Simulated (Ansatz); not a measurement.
Input (CCSDT(Q)/cc-pV(D+d)Z; Ansatz, a program for electronic structure): A basis named .json is the Basis Set Exchange file of that set.

Ansatz 0.2 input:
```yaml
crystal:
  periodic: [false, false, false]
  atoms:
    - {symbol: Cl, position_ang: [-0.00000000, -0.00000000, -1.61347186]}
    - {symbol: B, position_ang: [0.00000000, 0.00000000, 0.00000000]}
    - {symbol: Cl, position_ang: [0.00000000, 0.00000000, 1.61347186]}
basis:
  gaussian:
    orbitals: cc-pV_D+d_Z.json
total_charge: 1
magnetization: {spin_polarized: false}
correlation: {method: ccsdt_q, electrons: outside_noble_gas}
```

Output:

```
Functional definition: HF
integrals: 0.05 GiB planned
1060 factors; integrals over basis functions are off by at most 1.6e-7 eV
mean field: 0.21 GiB planned
mean field evaluation 1: about -25671.1028 eV, gradient 1.9e1 eV
mean field evaluation 2: about -25671.5156 eV, gradient 1.9e1 eV
mean field evaluation 4: about -25672.6367 eV, gradient 1.8e0 eV
mean field evaluation 8: about -25672.6594 eV, gradient 5.9e-2 eV
mean field evaluation 16: about -25671.8685 eV, gradient 9.8e0 eV
mean field -25672.65947777 eV, -943.4528342546 hartree, gradient 7.3e-6 eV, S^2 0.000000; 0 other end points of the search recorded, 0 dependent functions left out
11 core orbitals not correlated
reference -25672.65947777 eV, -943.4528342546 hartree; 8, 8 occupied and 41, 41 virtual orbitals, 1060 factors
second order -9.27751442 eV of doubles, -0.00000000 eV of singles
coupled cluster: 0.62 GiB planned
cycle   1  -9.73162767 eV  change   -4.5e-1 eV  update   1.0e-1
cycle   2  -10.15307995 eV  change   -4.2e-1 eV  update   4.9e-2
cycle   3  -10.44844490 eV  change   -3.0e-1 eV  update   2.4e-2
cycle   4  -10.40551497 eV  change    4.3e-2 eV  update   7.1e-3
cycle   5  -10.40017621 eV  change    5.3e-3 eV  update   2.8e-3
cycle   6  -10.40186037 eV  change   -1.7e-3 eV  update   9.5e-4
cycle   7  -10.40236433 eV  change   -5.0e-4 eV  update   2.8e-4
cycle   8  -10.40232782 eV  change    3.7e-5 eV  update   8.0e-5
cycle   9  -10.40232348 eV  change    4.3e-6 eV  update   3.2e-5
cycle  10  -10.40232209 eV  change    1.4e-6 eV  update   9.7e-6
cycle  11  -10.40231536 eV  change    6.7e-6 eV  update   3.5e-6
cycle  12  -10.40231891 eV  change   -3.6e-6 eV  update   1.4e-6
cycle  13  -10.40231877 eV  change    1.4e-7 eV  update   4.8e-7
perturbative correction -0.02460944 eV, -0.0009043801 hartree
Total energy: -25683.08640598 eV, -943.8360167985 hartree
```
